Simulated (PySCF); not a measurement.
Shapes and spin states of KO2

Method: PBE0 in PySCF with K def2-TZVP, O def2-TZVP; no relativity; density-fitted integrals.

Relaxations began from a few typed shapes and spin states; open shells are unrestricted. The search is not exhaustive: other isomers or separated fragments can lie lower, and high-lying points may rest on an excited occupation.

(1) Order these stationary points by electronic energy, lowest first, in kJ/mol from the lowest minimum.
A. broken-symmetry Ms = 1/2 (⟨S²⟩ 1.74) Cs: K–O 2.457 Å, K–O 2.534 Å; O–K–O 51.1°
B. quartet Cs: O–O 1.193 Å; 
C. quartet D∞h: K–O 2.578 Å (×2); O–K–O 180.0°
D. doublet C2v: K–O 2.420 Å (×2), O–O 1.323 Å; K–O–O 74.1° (×2), O–K–O 31.7°
E. quartet C2v: K–O 2.497 Å (×2); O–K–O 52.7°

(2) Which of them are minima?

Results:

(1) D (0.0), B (140.4), E (295.0), A (323.0), C (342.6).

(2) By energy in kJ/mol, 0.0: minimum; 140.4: not settled, its softest mode being under 30 cm⁻¹; 295.0: minimum; 323.0: minimum; 342.6: not settled, its softest mode being under 30 cm⁻¹.

The electron or spin density has lower symmetry than the nuclear frame for the quartet D∞h at 342.6 kJ/mol.
